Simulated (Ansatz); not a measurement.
Saddle point of SnAsH$_{7}$S, singlet (SnH₄S ([SH][SnH3]) + AsH₃ → SnAsH₅ ([AsH2][SnH3]) + H₂S; bonds formed: Sn1–As7, S2–H6; bonds broken: Sn1–S2, H6–As7), PBE0-D4/def2-TZVP structure:

```
atom    x (Å)    y (Å)    z (Å)
 Sn1  -0.7462   0.4329  -1.0735
  S2  -0.4454   1.3038   1.6510
  H3  -0.5786  -0.5057  -2.5301
  H4  -2.3957   0.3148  -0.6742
  H5  -0.0477   1.9350  -1.4631
  H6   0.9642  -0.0938   1.4991
 As7   0.8932  -1.1994   0.3524
  H8   0.5100   2.1722   1.2815
  H9  -0.0831  -2.1233   1.0312
 H10   1.9292  -2.2363  -0.0743
```

Energies are electronic, without zero-point energy. Barriers and step energies count from the start structure reached by relaxing down the imaginary mode; all methods use the PBE0-D4 structures, on which another method's saddle can fall below an end. Program: Ansatz 0.2.0. Basis: def2-TZVPP, with def2-QZVPP for the basis limit. Cores are frozen in the correlated methods. Filled d shells of the heavier atoms are correlated. Core potentials replace the inner electrons of the atoms past krypton. The def2 sets are not built for correlating such inner shells, so the correlated values are less sure here. B3LYP uses VWN-RPA correlation. Extrapolation: Hartree–Fock as exp(−7.88 √X), correlation as X^−2.97.

```tsv
method	barrier (kcal/mol)	step energy (kcal/mol)
SPW92	28.93	-0.75
PBE-D4	33.76	-0.21
BLYP-D4	37.12	0.20
r2SCAN-D4	37.55	0.54
B97M-V	?	2.63
PBE0-D4	38.37	-0.03
B3LYP-D4	40.81	0.29
r2SCAN0-D4	?	0.31
BHLYP-D4	45.70	0.52
CAM-B3LYP-D4	?	0.80
wB97X-V	45.69	0.97
wB97M-V	45.11	0.38
B2PLYP	43.47	0.72
PBE-QIDH	42.27	0.42
RPA on PBE	45.04	0.97
HF	58.09	2.40
MP2	43.66	0.35
CCSD	48.07	0.78
CCSD(T)	45.00	0.69
```

(1) Fill in the withheld barriers. (An estimate is asked for; the value comes from the calculation.)

No T1 diagnostic of these runs exceeds 0.015.

## Answers

(1) Computed: r2SCAN0-D4 40.85; CAM-B3LYP-D4 44.99; B97M-V 41.01 kcal/mol. Each is the energy of the saddle less that of the start structure, by the same method.

For comparison, the barrier by CCSD(T) at an estimated basis limit (MP2 extrapolated from triple and quadruple zeta, plus CCSD(T) − MP2 in triple zeta) is 42.51 kcal/mol.

Labels in which every atom is bracketed show which atoms are joined, not bond orders.

For scale, one of the runs: CCSD(T)/def2-TZVPP, 238 basis functions, launched by `ansatz run in.yaml --threads 8 --pin off --events-out ev --progress --plain --max-ram 19148MiB`. The run took 120 s on 8 CPU threads of an Arm Neoverse V2 (shared host), with 4.7 GiB of host memory at its peak.
